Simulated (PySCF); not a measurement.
This PySCF input asks for the NMR shieldings of `F[Si@@H](C[SiH3])N[SiH3]`, CH10FNSi3; the geometry comes from GFN2-xTB.

```python
import basis_set_exchange as bse
import numpy as np
from pyscf import gto, dft
from pyscf.prop import nmr

atoms = """
F    -0.095171   -0.749833    1.854141
Si    0.149072   -0.463667    0.282410
C    -1.328598    0.488705   -0.398638
Si   -2.993584   -0.348917   -0.043380
N     1.576928    0.487272    0.146640
Si    3.117579    0.205269    0.894143
H     0.334220   -1.798831   -0.266875
H    -1.211776    0.611607   -1.474457
H    -1.342715    1.493652    0.024186
H    -3.001484   -1.686854   -0.640335
H    -4.060043    0.454744   -0.652944
H    -3.220912   -0.438778    1.396700
H     1.498474    1.329231   -0.397053
H     3.529175   -1.164663    0.585703
H     3.031389    0.395910    2.342393
H     4.009845    1.194097    0.285481
"""
names = dict.fromkeys(["F", "Si", "C", "N", "H"], "pcSseg-1")
basis = {el: gto.basis.parse(bse.get_basis(n, elements=[el], fmt="nwchem")) for el, n in names.items()}
mol = gto.M(atom=atoms, basis=basis, charge=0, verbose=0)
mf = dft.RKS(mol, xc="PBE0")
mf.grids.level = 2
mf.grids.alignment = dft.numint.BLKSIZE   # the property module wants whole blocks of grid points
mf.conv_tol = 1e-9
mf.kernel()

calc = nmr.RKS(mf)   # GIAO
C = mf.mo_coeff
Co = C[:, mf.mo_occ > 0]
resp = mf.gen_response(singlet=True, hermi=2)
def vind(x):   # induced exchange potential for any number of trial vectors
    d = np.einsum("pi,xij,qj->xpq", C, 2 * x.reshape(-1, C.shape[1], Co.shape[1]), Co, optimize=True)
    return np.einsum("xpq,pi,qj->xij", resp(d - d.transpose(0, 2, 1)), C, Co, optimize=True).ravel()
mo1, _ = nmr.rhf.solve_mo1(calc, with_cphf=vind)
sigma = calc.kernel(mo1)
for i, s in enumerate(sigma):   # ppm
    w = np.linalg.eigvalsh((s + s.T) / 2)
    print("%2d %-2s iso %8.1f  s11 %8.1f  s22 %8.1f  s33 %8.1f" % (i, mol.atom_pure_symbol(i), w.mean(), *w))
```

Problem. What does it print?

Solution. 
```
 0 F  iso    335.1  s11    289.8  s22    353.1  s33    362.4
 1 Si iso    352.3  s11    324.9  s22    357.8  s33    374.1
 2 C  iso    192.3  s11    183.7  s22    190.4  s33    202.7
 3 Si iso    426.8  s11    404.7  s22    411.9  s33    463.8
 4 N  iso    241.9  s11    210.3  s22    235.0  s33    280.4
 5 Si iso    407.5  s11    363.6  s22    397.0  s33    461.8
 6 H  iso     26.6  s11     23.4  s22     24.8  s33     31.6
 7 H  iso     32.0  s11     26.6  s22     30.4  s33     39.2
 8 H  iso     31.7  s11     26.5  s22     30.3  s33     38.2
 9 H  iso     27.7  s11     24.2  s22     26.0  s33     32.9
10 H  iso     27.6  s11     23.9  s22     25.4  s33     33.6
11 H  iso     27.6  s11     23.8  s22     26.6  s33     32.6
12 H  iso     31.2  s11     22.5  s22     29.8  s33     41.3
13 H  iso     26.9  s11     23.2  s22     25.4  s33     32.1
14 H  iso     26.8  s11     22.7  s22     25.5  s33     32.3
15 H  iso     27.0  s11     23.5  s22     25.3  s33     32.3
```

These numbers come from an equivalent density-fitted implementation of the same equations, which agrees with the script to about 0.01 ppm for H and up to a few tenths of a ppm for heavy atoms, so last digits may differ.

Problem. Turn these shieldings into chemical shifts. Chemical shifts δ = σref − σ; ¹⁹F (170.95 ppm) vs CFCl3; TMS for ²⁹Si (349.16 ppm), ¹³C (186.93 ppm), ¹H (31.72 ppm); ¹⁵N (267.73 ppm) against NH3, all at this level.

Solution. Averaging equivalent atoms: F 0: -164.2; Si 1: -3.1; Si 5: -58.3; Si 3: -77.6; C 2: -5.4; N 4: 25.8; H 6: 5.10; H 13/14/15: 4.80; H 9/10/11: 4.04; H 12: 0.50; H 8: 0.06; H 7: -0.33 ppm. Unscaled 19F shifts against computed CFCl3 carry errors that often reach 10 to 50 ppm. Experimental scales use liquid or dissolved standards, which lie at an offset from isolated NH3 (liquid NH3: subtract about 20 ppm).

Size and cost of the density-fitted run: 173 basis functions, 43 s wall time on 1 thread of an Arm Neoverse N1, shared host; peak memory 0.79 GiB.
